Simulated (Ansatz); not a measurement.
`C=C1[SiH2]C1C`, relaxed with RKS PBE-D4/def2-SVP in Ansatz 0.2.0 from a rough embedded geometry. The force threshold is 0.03 eV/Å; the program also tests the step.

Charge 0, multiplicity 1.

Start:

```xyz
13

C    -1.857    0.804    0.465
C    -0.696    0.297    0.507
Si    0.032   -0.930    1.412
C     0.510    0.673   -0.200
C     0.941   -0.216   -1.401
H    -2.741    0.501    1.075
H    -2.114    1.635   -0.245
H     0.443   -2.141    0.742
H     1.096   -0.507    2.432
H     1.261    1.141    0.290
H     1.733   -0.900   -1.078
H     0.125   -0.803   -1.798
H     1.268    0.447   -2.202
```

```
         step  energy (eV)  largest force (eV/Å)  largest move (Å)
            1  -12136.6579                 5.473             0.000
            2  -12137.7068                 2.352             0.195
            3  -12138.0322                 1.066             0.190
            4  -12138.2339                 1.317             0.200
            5  -12138.4294                 1.339             0.195
            6  -12138.5658                 1.021             0.195
            7  -12138.6313                 0.532             0.106
            8  -12138.6370                 0.457             0.200
            9  -12138.6636                 0.365             0.135
           10  -12138.6710                 0.144             0.031
11 (rejected)  -12138.6635                 0.340             0.062
           12  -12138.6727                 0.027             0.021
```

End:

```xyz
13

C    -1.853    0.869    0.297
C    -0.666    0.335    0.615
Si    0.378   -0.930    1.463
C     0.711    0.255    0.001
C     0.882   -0.126   -1.461
H    -2.756    0.665    0.897
H    -1.973    1.544   -0.572
H     0.096   -2.378    1.208
H     1.036   -0.645    2.777
H     1.375    1.086    0.325
H     1.930   -0.409   -1.688
H     0.231   -0.983   -1.729
H     0.609    0.718   -2.133
```

It took 11 s on 4 threads of an INTEL XEON PLATINUM 8581C on a shared host, with 0.18 GiB of host memory at the peak.
